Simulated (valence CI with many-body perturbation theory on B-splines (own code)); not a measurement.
**Dy XVI: M1 decay**

Computed by valence CI with perturbative core correlation (CI+MBPT): five valence electrons over a frozen Dirac-Fock core [Kr] 4d10, a basis of 7 s, 7 p, 7 d, 7 f, 4 g, 2 h functions for each j, with the one-electron correlation potential Σ1, the two-electron term Σ2, the three-electron term Σ3, Breit, model QED; selected CI, second order for the rest, scaled by the run's own slope (own B-spline code, finite nucleus).

No measured spectrum was set against this ion. As an estimate, terms of the open shell hold to a few per cent of their energy, and close levels can change places; configurations with another count of f electrons can be misplaced by thousands of cm⁻¹. Among the levels kept, up to 1300 cm⁻¹ of a level comes from second order outside the variational space, and about a tenth of that is noise between levels of different J, which matters for small intervals.

Lines 51 to 100 of 120 in falling wavelength, among levels below 87878 cm⁻¹, chosen from the decays that carry over 1 % of a level's rate. Wavelengths and rates use the calculated energies, so an error of 2000 cm⁻¹ moves a line at 788.7 nm by 16 % and its rate by three times that or more. S is in atomic units (e²a₀⁴ for E2 and M2, e²a₀⁶ for E3), for M1 in squared Bohr magnetons. Weak lines are less certain than strong ones. Lines between different terms over intervals too small for the method are left out, as are lines whose strength nearly cancels. Where a level lies close to another of its J and parity, the split of strength between their lines is uncertain.

Names give the largest LS component (configuration and term), which can be under half, so a name can repeat, a term be missing and a line seem to break the LS rules; names also repeat where a configuration has a term twice. Letters in brackets count levels of one name in rising energy.

```
λ vac (nm)              Upper            Lower  Type   A (s⁻¹)  S (a.u.)
     788.7        4f⁵ ⁶F°_7/2      4f⁵ ⁶H°_7/2    M1  4.65e-01  6.77e-02
     781.1       4f⁵ ⁶F°_11/2     4f⁵ ⁶H°_11/2    M1  3.33e-02  7.07e-03
     759.2        4f⁵ ⁶F°_5/2      4f⁵ ⁶H°_5/2    M1  8.95e-01  8.71e-02
     730.9    4f⁵ ⁴G°_5/2 [a]      4f⁵ ⁶F°_7/2    M1  2.75e+00  2.39e-01
     670.4   4f⁴5s ⁴I_9/2 [a]    4f⁴5s ⁶I_11/2    M1  1.08e+00  1.21e-01
     668.1        4f⁵ ⁶P°_3/2  4f⁵ ⁴G°_5/2 [a]    M1  1.42e+00  6.27e-02
     654.7        4f⁵ ⁶F°_7/2      4f⁵ ⁶H°_5/2    M1  1.48e-02  1.23e-03
     633.6    4f⁵ ⁴G°_5/2 [a]      4f⁵ ⁶F°_5/2    M1  7.93e+00  4.48e-01
     631.4    4f⁵ ⁴F°_7/2 [a]  4f⁵ ⁴G°_5/2 [a]    M1  1.05e+00  7.82e-02
     621.7    4f⁵ ⁴G°_7/2 [a]      4f⁵ ⁶F°_9/2    M1  4.20e+00  2.99e-01
     608.5  4f⁴5s ⁴I_11/2 [a]    4f⁴5s ⁶I_13/2    M1  1.95e+00  1.95e-01
     598.3    4f⁵ ⁴G°_5/2 [a]      4f⁵ ⁶F°_3/2    M1  1.21e+01  5.77e-01
     546.3    4f⁵ ⁴F°_3/2 [a]      4f⁵ ⁶F°_5/2    M1  7.10e-01  1.72e-02
     541.9       4f⁵ ⁴M°_15/2     4f⁵ ⁶H°_15/2    M1  4.65e+00  4.39e-01
     534.6    4f⁵ ⁴G°_9/2 [a]     4f⁵ ⁶F°_11/2    M1  3.95e+00  2.24e-01
     529.3    4f⁵ ⁴G°_7/2 [a]      4f⁵ ⁶F°_7/2    M1  7.02e+00  3.09e-01
     519.9    4f⁵ ⁴F°_3/2 [a]      4f⁵ ⁶F°_3/2    M1  1.11e+01  2.32e-01
     510.1    4f⁵ ⁴F°_3/2 [a]      4f⁵ ⁶F°_1/2    M1  2.76e+01  5.44e-01
     476.3    4f⁵ ⁴G°_7/2 [a]      4f⁵ ⁶F°_5/2    M1  2.38e+00  7.63e-02
     473.5   4f⁴5s ⁴I_9/2 [a]     4f⁴5s ⁶I_7/2    M1  8.92e+00  3.51e-01
     468.0       4f⁵ ⁴M°_15/2     4f⁵ ⁶H°_13/2    M1  1.17e+00  7.13e-02
     466.2   4f⁵ ⁴I°_13/2 [a]     4f⁵ ⁶H°_15/2    M1  4.21e-01  2.21e-02
     457.5    4f⁵ ⁴G°_9/2 [a]      4f⁵ ⁶F°_9/2    M1  2.22e+00  7.87e-02
     435.1       4f⁵ ⁴M°_17/2     4f⁵ ⁶H°_15/2    M1  2.24e-01  1.23e-02
     426.4    4f⁵ ⁴G°_5/2 [b]      4f⁵ ⁶F°_7/2    M1  1.72e+01  2.96e-01
     425.9  4f⁴5s ⁴I_11/2 [a]     4f⁴5s ⁶I_9/2    M1  1.18e+00  4.05e-02
     418.2   4f⁵ ⁴I°_11/2 [a]     4f⁵ ⁶H°_13/2    M1  5.25e-01  1.71e-02
     415.8   4f⁵ ⁴G°_11/2 [a]     4f⁵ ⁶F°_11/2    M1  1.24e+00  3.96e-02
     410.4   4f⁵ ⁴I°_13/2 [a]     4f⁵ ⁶H°_13/2    M1  1.93e+01  6.92e-01
     400.7   4f⁵ ⁴I°_15/2 [a]     4f⁵ ⁶H°_15/2    M1  2.83e+01  1.08e+00
     388.9    4f⁵ ⁴F°_5/2 [a]      4f⁵ ⁶F°_7/2    M1  3.92e+00  5.13e-02
     383.5        4f⁵ ⁴I°_9/2     4f⁵ ⁶H°_11/2    M1  4.24e-01  8.87e-03
     379.4    4f⁵ ⁴G°_5/2 [a]      4f⁵ ⁶H°_7/2    M1  2.67e+01  3.24e-01
     377.6    4f⁵ ⁴G°_5/2 [b]      4f⁵ ⁶F°_3/2    M1  7.14e+00  8.54e-02
     374.4    4f⁵ ⁴F°_7/2 [a]      4f⁵ ⁶F°_9/2    M1  2.69e+01  4.18e-01
     371.9   4f⁵ ⁴I°_11/2 [a]     4f⁵ ⁶H°_11/2    M1  1.80e+01  4.12e-01
     367.6   4f⁵ ⁴G°_11/2 [a]      4f⁵ ⁶F°_9/2    M1  2.37e+00  5.23e-02
     365.7   4f⁵ ⁴I°_13/2 [a]     4f⁵ ⁶H°_11/2    M1  1.20e+01  3.06e-01
     359.5    4f⁵ ⁴F°_5/2 [a]      4f⁵ ⁶F°_5/2    M1  7.80e+00  8.06e-02
     358.7   4f⁵ ⁴I°_15/2 [a]     4f⁵ ⁶H°_13/2    M1  7.91e+00  2.17e-01
     356.9       4f⁵ ⁴L°_13/2     4f⁵ ⁶H°_15/2    M1  4.15e-01  9.79e-03
     348.3    4f⁵ ⁴G°_7/2 [a]      4f⁵ ⁶H°_9/2    M1  3.60e+01  4.51e-01
     345.4    4f⁵ ⁴G°_5/2 [a]      4f⁵ ⁶H°_5/2    M1  3.18e+01  2.92e-01
     344.2        4f⁵ ⁴I°_9/2      4f⁵ ⁶H°_9/2    M1  1.06e+01  1.61e-01
     340.0       4f⁵ ⁴L°_15/2     4f⁵ ⁶H°_15/2    M1  1.03e+01  2.39e-01
     334.9   4f⁵ ⁴I°_11/2 [a]      4f⁵ ⁶H°_9/2    M1  2.10e+01  3.51e-01
     325.2        4f⁵ ⁶P°_3/2      4f⁵ ⁶F°_5/2    M1  6.62e+00  3.37e-02
     323.3       4f⁵ ⁴L°_13/2     4f⁵ ⁶H°_13/2    M1  1.43e+01  2.51e-01
     317.7    4f⁵ ⁴F°_3/2 [a]      4f⁵ ⁶H°_5/2    M1  1.94e+00  9.25e-03
     317.4    4f⁵ ⁴G°_9/2 [a]     4f⁵ ⁶H°_11/2    M1  2.85e+01  3.38e-01
```
